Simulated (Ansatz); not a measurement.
Reaction (SMILES): [F][Ge]([F])([F])[Br] [bromo(trifluoro)germane] + 4 [H][H] (H2) → Br (HBr) + 3 F (HF) + [GeH4] (GeH4)
Each molecule is optimised on its own at B3LYP-D3(BJ)/def2-TZVP (Ansatz, a quantum-chemistry and plane-wave program).

Property: energy of full hydrogenation (electronic energy difference), in kJ/mol. Valence correlation only, unless marked. No spin-orbit coupling. The frozen core is the preceding noble-gas configuration, with the filled d and f shells of earlier blocks. No relativistic terms. CBS(X,Y): correlation extrapolated as X^-3; Hartree-Fock from the larger set.

CCSD(T)/CBS(cc-pVTZ,cc-pVQZ) (Ansatz) gives 214.3 kJ/mol.

**Question.** Another calculation gave 200.4 kJ/mol. Which level was it?
A) B3LYP/def2-TZVPD (Ansatz)
B) B2PLYP/def2-TZVPD (Ansatz)
C) HSE06/def2-TZVPD (Ansatz)
D) r2SCAN0/def2-TZVPD (Ansatz)

**Answer.** B, B2PLYP/def2-TZVPD (Ansatz). The others give 171.2 (B3LYP), 183.2 (r2SCAN0), 152.7 (HSE06) kJ/mol.
